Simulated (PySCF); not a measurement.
Species: C₉H₁₀.
Structure used (PBE0-D3(BJ)/def2-SVP), in Å, numbered top down from 1:
```xyz
19
C9H10 angstrom
C      2.0429    2.6128    0.7351
C      1.6717    1.4822    0.4859
C      1.2856    0.1418    0.1987
C      2.3746   -0.8918    0.1524
C     -0.0136   -0.1669   -0.0209
C     -0.7209   -1.4686   -0.3410
C     -2.0589   -0.6782   -0.3725
C     -1.2758    0.5845   -0.0493
C     -1.6177    1.8651    0.1340
H      2.3627    3.6144    0.9533
H      2.9202   -0.9296    1.1086
H      1.9669   -1.8901   -0.0560
H      3.1137   -0.6470   -0.6273
H     -0.6536   -2.2372    0.4454
H     -0.4303   -1.9298   -1.2983
H     -2.7896   -0.9750    0.3953
H     -2.5658   -0.6667   -1.3495
H     -2.6617    2.1805    0.0563
H     -0.8649    2.6214    0.3638
```

The closed-shell ground state was solved at several levels (PySCF, density fitting, gas phase, non-relativistic).

| level | basis functions | total energy (Eh) | HOMO (eV) | LUMO (eV) | gap (eV) | dipole (D) |
| --- | --- | --- | --- | --- | --- | --- |
| CAM-B3LYP/pcSseg-1 | 203 | -348.6004 | -7.33 | -0.36 | 6.97 | 0.85 |
| CAM-B3LYP/def2-SVPD | 260 | -348.3993 | -7.35 | -0.41 | 6.94 | 0.92 |

Problem. What might PBE0/pcSseg-1 (203 basis functions) give for the same quantities?

Solution. Total energy -348.3767 Eh, HOMO -6.17 eV, LUMO -1.44 eV, gap 4.73 eV, dipole 0.87 D.

Problem. Over all these levels, which gives the widest orbital gap and which the narrowest?

Solution. CAM-B3LYP/pcSseg-1 (range-separated hybrid) has the widest, 6.97 eV, and PBE0/pcSseg-1 (global hybrid, 25 % exact exchange) the narrowest, 4.73 eV. The two share the basis. From the narrowest to the widest the HOMO moves by -1.16 eV and the LUMO by +1.08 eV.

Problem. How far do the dipole and the HOMO energy spread over the levels?

Solution. The dipole runs from 0.85 to 0.92 D (mean 0.88 D) and the HOMO from -7.35 to -6.17 eV.
